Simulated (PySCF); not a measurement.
**A small calculation by hand: oscillator strength and radiative lifetime**

Si(F)2(vinyl)(OH) (C₂H₄F₂OSi), SMILES [Si](F)(F)(C=C)O.

Geometry: B3LYP-D3(BJ)/def2-SVP. The structure was generated by enumeration, and PubChem lists no compound with its InChIKey, so it may never have been made. Other conformers were not sampled.

TDA-PBE/def2-SVPD run with PySCF puts the first singlet state with f over 0.02 at 7.59 eV (vertical), with the transition dipole (-0.058, 1.090, 0.000) in atomic units.

Find the oscillator strength, the wavelength and the radiative lifetime that this transition would have in vacuum if emission retraced absorption.


|μ|² = 1.1915 au, so |μ| = 2.77 D. ΔE = 7.59/27.211 = 0.2789 hartree. f = (2/3) ΔE |μ|² = 0.222 (the program prints 0.221).
λ = 1239.84/7.59 = 163 nm; ν = 61217 cm⁻¹.
Einstein's coefficient A = 0.6670 ν² f s⁻¹ (ν in cm⁻¹) = 5.5e8 s⁻¹, so τ = 1/A = 1.8 ns. This state is S5; the lower singlets have f = 0.011, 0.003, 0.003, 0.001. The figure is the radiative limit of this one transition; relaxation, internal conversion, crossing to triplets and a medium change what is measured.
